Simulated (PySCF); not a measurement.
Species: CH8FPSi2.
SMILES with atom numbers: `[CH3:1][SiH2:2][Si@H:3]([F:4])[PH2:5]` (hydrogens: H6, H7, H8 on C1; H9, H10 on Si2; H11 on Si3; H12, H13 on P5)

Jobs on this species (13 atoms, 66 electrons) with PySCF (density fitting). Hardware of each: Arm Neoverse V1, one thread, no GPU, shared host. The host was shared with other jobs, so the times are rough. Peak memory is the resident size of the whole Python process, interpreter and libraries included.

| level and settings | work | basis functions | SCF cycles | wall time | peak memory |
| --- | --- | --- | --- | --- | --- |
| delta-SCF UKS SCAN, pcX-2 on the ionised atom, pcseg-1 elsewhere, non-relativistic | ΔSCF core ionisation, 8 holes | 164 | ? | ? | ? |
| delta-SCF UKS HF, pcX-2 on the ionised atom, pcseg-1 elsewhere, spin-free X2C | ΔSCF core ionisation, 8 holes | 164 | ? | ? | ? |
| delta-SCF UKS PBE0, pcX-2 on the ionised atom, pcseg-1 elsewhere, spin-free X2C | ΔSCF core ionisation, 8 holes | 164 | 98 | 63 s | 0.63 GiB |
| delta-SCF UKS PBE, pcX-2 on the ionised atom, pcseg-1 elsewhere, spin-free X2C | ΔSCF core ionisation, 8 holes | 164 | 114 | 32 s | 0.63 GiB |
| PBE0-D3(BJ)/def2-SVP, grid level 1 | geometry optimisation from a GFN2-xTB start shaken at random | 122 | 68 | 65 s | 0.50 GiB |
| delta-SCF UKS B3LYP, pcX-2 on the ionised atom, pcseg-1 elsewhere, spin-free X2C | ΔSCF core ionisation, 8 holes | 164 | 102 | 67 s | 0.70 GiB |
| delta-SCF UKS SCAN, def2-TZVP on the ionised atom, pcseg-1 elsewhere, spin-free X2C | ΔSCF core ionisation, 8 holes | 141 | 110 | 44 s | 0.53 GiB |
| delta-SCF UKS SCAN, pcX-2 on the ionised atom, pcseg-1 elsewhere, spin-free X2C | ΔSCF core ionisation, 8 holes | 164 | 111 | 50 s | 0.61 GiB |
| delta-SCF UKS SCAN, pcX-1 on the ionised atom, pcseg-1 elsewhere, spin-free X2C | ΔSCF core ionisation, 8 holes | 144 | 109 | 38 s | 0.53 GiB |

**Question.** Fill in the missing figures.

**Answer.** 
- delta-SCF UKS SCAN, pcX-2 on the ionised atom, pcseg-1 elsewhere, non-relativistic; ΔSCF core ionisation, 8 holes: 46 s, 0.61 GiB, 110 SCF cycles
- delta-SCF UKS HF, pcX-2 on the ionised atom, pcseg-1 elsewhere, spin-free X2C; ΔSCF core ionisation, 8 holes: 39 s, 0.59 GiB, 99 SCF cycles

**Question.** What do all jobs in the table cost together?

**Answer.** About 7.4 min; the longest takes about 15 % of that, and about 2.1 times as long as the shortest.
